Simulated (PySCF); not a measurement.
Vertical excitations of a molecule C2H6BFN2 from TDA-PBE/def2-SVPD run with PySCF, as energy in eV (oscillator strength): 4.92 (0.046), 5.36 (0.000), 5.63 (0.000), 6.33 (0.421), 6.34 (0.006), 6.50 (0.007), 6.63 (0.016), 6.71 (0.000), 6.82 (0.010), 6.97 (0.030). Lowest triplet (TDA): 3.87 eV. The structure is a stationary point at PBE-D3(BJ)/def2-SVP. A frequency run showed that this geometry is not a minimum. The values are those of a single conformer.

Problem. Which molecule gave these data?
A. FB1NCCN1
B. NB(N)/C=C\F
C. C/N=C/B(N)F
D. C=C(F)B(N)N

Solution. D, C=C(F)B(N)N
